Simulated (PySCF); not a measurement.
Polarisability and C₆ of Kr(26+) (krypton, charge +26)

[Ne], closed-shell 1S. Calculation: PySCF 2.14, in an even-tempered Gaussian basis (18 s from 7.6 bohr⁻², ratio 2.2; 11 p from 9.8 bohr⁻², ratio 2.2; 6 d from 46 bohr⁻², ratio 2.4; 5 f from 68 bohr⁻², ratio 2.4; 5 g from 100 bohr⁻², ratio 2.4); no relativity, point nucleus. Coupled (time-dependent) response in atomic units; α is the mean over directions.

```tsv
method	mean α (bohr³)	C₆ (like pair)	S(−4)
UHF	0.0008869	5.813e-05	1.002e-07
PBE0	0.0008927	5.859e-05	1.024e-07
```

S(−4) is the Cauchy moment in α(ω) = α(0) + S(−4) ω² + …

α(iu) at PBE0:

```tsv
u (hartree)	α(iu) (bohr³)
0	0.0008927
10.0	0.0008826
20.0	0.0008539
40.0	0.0007580
60.0	0.0006423
80.0	0.0005319
100	0.0004373
150	0.0002727
200	0.0001799
300	9.233e-05
500	3.699e-05
```

For an ion, C₆ is the dispersion term alone; charge-induced terms of lower order in 1/R come first.
